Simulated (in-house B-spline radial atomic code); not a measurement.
Configurations of neutral titanium, with energies counted from [Ar] 3d2 4s2. All numbers are computed (Dirac-Hartree-Fock, average of configuration; Fermi nucleus of rms radius 3.5921 fm) with an all-electron radial atomic-structure program (B-spline basis), not measured. Energies include first-order Breit, QED and recoil terms.

Occupations are held fixed; configurations that lie above the ionisation limit could autoionise.

```csv
configuration,E - E(ref) (eV),highest orbital,its <r> (bohr)
[Ar] 3d2 4s1 4p1,2.062,4p3/2,4.95
[Ar] 3d1 4s2 4p1,3.5843,4p3/2,4.248
[Ar] 3d1 4s2 5f1,7.7872,5f7/2,31.38
[Ar] 3d1 4s2 6g1,7.9547,6g9/2,44
[Ar] 3d1 4s2 7g1,8.055,7g9/2,63.5
[Ne] 3s2 3p5 3d2 4s2 5s1,42.873,5s1/2,9.235
[Ne] 3s2 3p5 3d2 4s2 6f1,44.79,6f7/2,47.85
[Ne] 3s2 3p5 3d2 4s2 7f1,44.89,7f7/2,67.31
[Ne] 3s2 3p5 3d2 4s2 7g1,44.891,7g9/2,63.5
```

**Question.** Order these further configurations by energy, lowest first.
A. [Ar] 3d1 4s2 6s1
B. [Ar] 3d1 4s2 5p1
C. [Ar] 3d1 4s2 6p1
D. [Ne] 3s2 3p5 3d2 4s2 5f1
E. [Ne] 3s2 3p5 3d2 4s2 8s1

**Answer.** B (6.7197 eV), A (7.2011 eV), C (7.4531 eV), D (44.623 eV), E (44.715 eV).

**Question.** How far above the reference does [Ar] 3d1 4s2 7s1 lie?

**Answer.** 7.6539 eV; its least bound orbital is 7s1/2 with <r> = 30.25 bohr.

**Question.** How far above the reference does [Ar] 3d2 4s1 5f1 lie?

**Answer.** 5.2904 eV; its least bound orbital is 5f5/2 with <r> = 31.41 bohr.

**Question.** How far above the reference does [Ar] 3d2 4s1 7p1 lie?

**Answer.** 5.3013 eV; its least bound orbital is 7p3/2 with <r> = 37.42 bohr.
